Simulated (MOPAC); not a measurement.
MOPAC input (PM7):

```
PM7 1SCF CHARGE=1 GEO-OK AUX(PRECISION=9) THREADS=1
CH5Si

C    -1.16121811 1   -0.18331432 1   -0.02340017 1
Si    0.62903689 1    0.09747431 1    0.00115907 1
H    -1.68556782 1    0.56423601 1   -0.62169877 1
H    -1.41324193 1   -1.19650419 1   -0.34225064 1
H    -1.51267979 1   -0.07261084 1    1.01662181 1
H     1.19698143 1    1.44308458 1   -0.15835579 1
H     1.57530031 1   -1.00295996 1    0.22985740 1
```

Q: What heat of formation does the run end on, and which ionisation energy by Koopmans theorem?

A: 202.54 kcal/mol; 18.55 eV.
